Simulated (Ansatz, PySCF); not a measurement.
Process, species as SMILES: FB(Br)Br → Br[B]Br + F atom (the B-F bond at the site shown breaks; other sites are not compared here)
Geometries: B3LYP-D3(BJ)/def2-TZVP minima from Ansatz (an electronic-structure program).

Quantity: bond dissociation energy (electronic energy difference), in kJ/mol. Correlated levels leave the core frozen unless marked. Open shells are spin-unrestricted. Spin-orbit coupling is left out. The frozen core is the preceding noble-gas configuration, with the filled d and f shells of earlier blocks. Non-relativistic. CBS marks a two-point X^-3 extrapolation of the correlation energy; Hartree-Fock from the larger set.

CCSD(T)/CBS(cc-pVTZ,cc-pVQZ) (Ansatz) gives 694.0 kJ/mol.

**Question.** Another calculation gave 689.8 kJ/mol. Which level was it?
(A) TPSSh/def2-TZVPD (PySCF)
(B) M06-2X/def2-TZVPD (PySCF)
(C) r2SCAN/def2-TZVPD (Ansatz)
(D) SVWN5/def2-TZVPD (Ansatz)

**Answer.** B, M06-2X/def2-TZVPD (PySCF). The others give 661.3 (TPSSh), 789.4 (SVWN5), 673.0 (r2SCAN) kJ/mol.
